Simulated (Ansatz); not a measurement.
System: sum formula BSiH2F2 (charge 0, doublet). It need not be the lowest isomer of its formula. 
Geometry from a B3LYP-D3(BJ)/def2-TZVP (Ansatz, a quantum-chemistry and plane-wave program) optimisation:
SMILES: FB(F)[SiH2]
```xyz
6

F      1.3555    -0.9579     0.1600
B      0.5236     0.0707     0.0619
F      1.0654     1.2815     0.0573
Si    -1.4340    -0.1942    -0.1843
H     -2.0071    -1.4959     0.2137
H     -2.3239     0.9494     0.1015
```
Charge 0, spin multiplicity 2.

Atomisation energy built up term by term with Ansatz (kcal/mol; UHF references for open shells; valence terms freeze the core; atomic spin-orbit terms are left out). CBS marks a two-point X^-3 extrapolation of the correlation energy; Hartree-Fock from the larger set.

```json
[
 {"term": "Hartree-Fock", "basis": "aug-cc-pV(Q+d)Z", "kcal/mol": "___"},
 {"term": "CCSD correlation", "basis": "CBS(aug-cc-pV(T+d)Z,aug-cc-pV(Q+d)Z)", "kcal/mol": "___"},
 {"term": "(T)", "basis": "CBS(aug-cc-pV(T+d)Z,aug-cc-pV(Q+d)Z)", "kcal/mol": "8.40"},
 {"term": "core correlation", "basis": "cc-pwCVTZ", "kcal/mol": "1.22"},
 {"term": "scalar relativity (X2C)", "basis": "cc-pVTZ-DK against cc-pVTZ", "kcal/mol": "-1.03"},
 {"term": "sum: De", "basis": "", "kcal/mol": "___"}
]
```

Q: Complete the blanks.

A: 
- Hartree-Fock, kcal/mol: 403.63
- CCSD correlation, kcal/mol: 111.26
- sum: De, kcal/mol: 523.5
